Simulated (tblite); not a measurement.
C₆H₉N₂ (doublet state).
SMILES with atom numbers: `[H]/[N:8]=[C:7]\[CH2:6]/[CH:5]=[N:4]\[C:2](=[CH2:1])[CH3:3]` (hydrogens: H9, H10 on C1; H11, H12, H13 on C3; H14 on C5; H15, H16 on C6; H17 on N8)

Geometry (GFN2-xTB, Å), atoms numbered from 1 in this order:
```xyz
17
C6H9N2 angstrom
C     -0.9078   -0.9905    1.0431
C     -1.1870    0.0478    0.2491
C     -2.5528    0.2870   -0.3287
N     -0.3132    1.0785    0.0007
C      0.8738    1.0125   -0.4258
C      1.6515   -0.2192   -0.7875
C      2.4901   -0.5548    0.3689
N      2.8711   -0.2621    1.4796
H     -1.6671   -1.7013    1.3155
H      0.0627   -1.1243    1.4893
H     -2.9263    1.2515    0.0091
H     -3.2417   -0.4951   -0.0244
H     -2.4997    0.3140   -1.4166
H      1.4250    1.9468   -0.4669
H      2.3050   -0.0483   -1.6448
H      0.9864   -1.0607   -0.9962
H      2.6228    0.5301    2.0741
```

Method: GFN2-xTB as coded in tblite; computed harmonic values from a numerical Hessian at the method's own geometry, unscaled. Errors from tens to a few hundred cm⁻¹ against measured bands are possible. One conformer, not necessarily the lowest. Open shells enter through the occupations alone, without spin polarisation, and single modes of such species can be off by tens of per cent.

Harmonic wavenumbers (cm⁻¹): 56.3, 68.0, 101.6, 125.7, 143.9, 201.6, 289.7, 380.7, 398.5, 408.2, 545.4, 581.0, 610.5, 707.8, 832.2, 841.1, 866.4, 892.1, 904.8, 926.2, 959.3, 1014.3, 1024.2, 1040.5, 1121.5, 1215.0, 1249.4, 1326.3, 1388.6, 1392.5, 1412.2, 1467.4, 1480.9, 1644.6, 1673.7, 1961.7, 2968.5, 2972.4, 3006.3, 3007.9, 3031.0, 3054.8, 3112.8, 3125.9, 3140.8.

A = 4321, B = 1235, C = 1098 MHz; mass 109.077 u (most abundant isotopes); point group C1, symmetry number 1; spin multiplicity 2.

What is the zero-point energy?

½Σν̃ = 29337 cm⁻¹ = 350.95 kJ/mol.

What is S at 298.15 K and 1 bar for an ideal gas of classical rigid rotors and harmonic oscillators?

Translation 167.37, rotation 118.81, vibration 116.37, spin (R ln 2) 5.76: S = 408.3 J/(mol K).

And Cp and H(298.15 K) − H(0)?

Cp = 149.44 J/(mol K), of which vibrations give 116.18 (their classical limit is 45 R = 374.2); H(298.15 K) − H(0) = 27.90 kJ/mol without the zero-point energy, 17.99 from vibrations.

Which modes carry the vibrational entropy at 298.15 K?

56.3 cm⁻¹: 19.17; 68.0 cm⁻¹: 17.62; 101.6 cm⁻¹: 14.32; 125.7 cm⁻¹: 12.60; 143.9 cm⁻¹: 11.51; 201.6 cm⁻¹: 8.86 J/(mol K); the other 39 give 32.28 together.

What must be added to the electronic energy to get the Gibbs energy at 298.15 K and 1 bar?

ZPE + [H(298.15 K) − H(0)] − T·S = 350.95 + 27.90 − 121.74 = 257.11 kJ/mol.

Blend soft modes into free rotors: weight 1/[1 + (100 cm⁻¹/ν̃)⁴] for the oscillator and the rest for a rotor with moment μB/(μ + B), μ = h/(8π²ν), B = 10⁻⁴⁴ kg m². What vibrational entropy results?

106.84 J/(mol K) in place of 116.37, which changes −T·S at 298.15 K by +2.84 kJ/mol.

How do the functions run with temperature in this model?

| T (K) | S (J/(mol K)) | Cp (J/(mol K)) | H − H(0) (kJ/mol) | G − H(0) (kJ/mol) | ln q(vib) |
| --- | --- | --- | --- | --- | --- |
| 100 | 291.8 | 77.9 | 5.51 | -23.67 | 1.72 |
| 200 | 356.5 | 112.8 | 15.04 | -56.25 | 4.31 |
| 300 | 409.2 | 150.1 | 28.18 | -94.59 | 6.78 |
| 500 | 502.2 | 215.9 | 65.13 | -185.96 | 11.55 |
| 800 | 618.7 | 279.4 | 140.27 | -354.72 | 18.27 |
| 1000 | 684.2 | 307.2 | 199.07 | -485.16 | 22.40 |

q(vib) and H(0) count from the zero-point level.

Hindered rotation and anharmonicity are outside this model. Other conformers, if any are populated, would add a mixing term that is left out. The structure is chiral; the term R ln 2 for an equal mix with its mirror image is left out.
